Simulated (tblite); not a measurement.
C₅H₁₄SSi₂.
SMILES with atom numbers: `[CH3:1]/[CH:2]=[CH:3]\[CH2:4][SiH2:5][S:6][CH2:7][SiH3:8]` (hydrogens: H9, H10, H11 on C1; H12 on C2; H13 on C3; H14, H15 on C4; H16, H17 on Si5; H18, H19 on C7; H20, H21, H22 on Si8)

A start from a force field or distance geometry was refined with GFN2-xTB geometry optimisation, gas phase in tblite. Values at the start:

```json
{"coordinate": "C1–C2", "start": "1.503 Å"}
{"coordinate": "C1–H9", "start": "1.126 Å"}
{"coordinate": "C2=C3", "start": "1.332 Å"}
{"coordinate": "C2–H12", "start": "1.094 Å"}
{"coordinate": "C3–C4", "start": "1.473 Å"}
{"coordinate": "C3–H13", "start": "1.080 Å"}
{"coordinate": "C4–Si5", "start": "1.890 Å"}
{"coordinate": "C4–H14", "start": "1.103 Å"}
{"coordinate": "Si5–S6", "start": "2.123 Å"}
{"coordinate": "Si5–H16", "start": "1.478 Å"}
{"coordinate": "S6–C7", "start": "1.814 Å"}
{"coordinate": "C7–Si8", "start": "1.871 Å"}
{"coordinate": "C7–H18", "start": "1.129 Å"}
{"coordinate": "C7–H19", "start": "1.129 Å"}
{"coordinate": "Si8–H20", "start": "1.458 Å"}
{"coordinate": "C1–C2–C3", "start": "121.5°"}
{"coordinate": "C2–C3–C4", "start": "122.9°"}
{"coordinate": "C3–C4–Si5", "start": "105.7°"}
{"coordinate": "C4–Si5–S6", "start": "105.9°"}
{"coordinate": "Si5–S6–C7", "start": "109.2°"}
{"coordinate": "S6–C7–Si8", "start": "107.6°"}
{"coordinate": "C2–C3–C4–Si5", "start": "-120°"}
{"coordinate": "C3–C4–Si5–S6", "start": "-158°"}
{"coordinate": "C4–Si5–S6–C7", "start": "-156°"}
{"coordinate": "Si5–S6–C7–Si8", "start": "-67°"}
```

How do these coordinates change at the GFN2-xTB level?

```
   coordinate  GFN2-xTB (Å or °)  change
       C7–H19              1.088  -0.041
       C7–H18              1.088  -0.041
        C1–H9              1.086  -0.040
       C7–Si8              1.903  +0.032
       Si5–S6              2.140  +0.017
        S6–C7              1.830  +0.016
        C3–C4              1.488  +0.015
      Si5–H16              1.464  -0.014
       C2–H12              1.081  -0.013
       C4–H14              1.090  -0.013
       C4–Si5              1.897  +0.007
        C2=C3              1.325  -0.007
      Si8–H20              1.463  +0.005
        C1–C2              1.498  -0.005
       C3–H13              1.081  +0.001
    Si5–S6–C7              101.4    -7.8
    S6–C7–Si8              112.7    +5.1
    C3–C4–Si5              109.6    +3.9
     C1–C2–C3              124.4    +2.9
     C2–C3–C4              125.2    +2.3
    C4–Si5–S6              106.5    +0.6
 C2–C3–C4–Si5                -93     +27
 C4–Si5–S6–C7               -173     -17
Si5–S6–C7–Si8                -83     -16
 C3–C4–Si5–S6               -173     -15
```

The energy falls by 46.5 kJ/mol over 135 L-BFGS steps, the largest force on an atom goes from 2.39 to 0.009 eV/Å, and the atoms move by 0.446 Å rms after alignment. Among the bonds, C1–H9, C7–H18 and C7–H19 change most and about equally (-0.041 to -0.040 Å). Bonds longer at the end by more than 0.005 Å: 7 of 21; shorter: 13. Among the dihedrals that turn most is S6–C7–Si8–H20, from 32° to 70°. Rotational constants go from 3214, 409.7, 393.1 to 2977, 411.7, 400.4 MHz.

Time: 4.7 s wall. Hardware: an Intel Xeon at 2.50 GHz with one thread, on a shared host.

Its lowest GFN2-xTB frequency is 4i cm⁻¹, too small to tell a flat minimum from a shallow saddle. One conformer, not necessarily the lowest. 3 starts were optimised and ended at 0.00, 0.61 and 0.72 kcal/mol (GFN2-xTB); the lowest of these is shown.

The numbers are calculated, not measured.
